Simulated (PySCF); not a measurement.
**MgHg⁺: energy against distance**

Set-up: basis Mg def2-SVP, Hg def2-SVP with ECP60; scalar-relativistic core potentials; PySCF 2.14. Energies in eV from Mg⁺ + Hg in their ground configurations at the same level. State: ²Σ⁺ (doublet), unpaired electrons σ ↑.

All columns are PBE0. A positive dipole points towards Hg; it is taken about the centre of mass and depends on that origin.

```tsv
R (Å)	E (eV)	μ (D)	Mulliken charge on Mg (basis-dependent)	HOMO (eV)	LUMO (eV)	Mayer bond order	⟨S²⟩
2.498	-0.453	-6.10	0.51	-10.71	-8.24	0.71	0.75
2.615	-0.607	-6.59	0.56	-10.78	-8.32	0.68	0.75
2.731	-0.688	-7.10	0.60	-10.85	-8.39	0.64	0.75
2.818	-0.716	-7.50	0.63	-10.91	-8.45	0.61	0.75
2.905	-0.723	-7.91	0.66	-10.97	-8.51	0.58	0.75
2.992	-0.714	-8.33	0.68	-11.02	-8.57	0.55	0.75
3.108	-0.687	-8.90	0.71	-11.10	-8.64	0.52	0.75
3.254	-0.636	-9.64	0.74	-11.19	-8.73	0.47	0.75
3.428	-0.564	-10.55	0.77	-11.28	-8.83	0.43	0.75
3.660	-0.464	-11.80	0.81	-11.38	-8.96	0.37	0.75
```

A fit through these points gives, at Re = 2.897 Å, μ = -7.87 D and dμ/dR = -4.74 D/Å; the reduced mass is 21.44 u.

How strong is the fundamental in the double-harmonic approximation, I = 42.26·(dμ/dR)²/μred km/mol?

I = 42.26·(-4.74)²/21.44 = 44.3 km/mol at PBE0.

Spin–orbit coupling is left out. For an ion De counts to the pair picked by the measured ionisation energies or electron affinities, which need not be the lowest pair at this level. The state is the lowest determinant that a PBE0 search found; another state may lie lower at other levels.
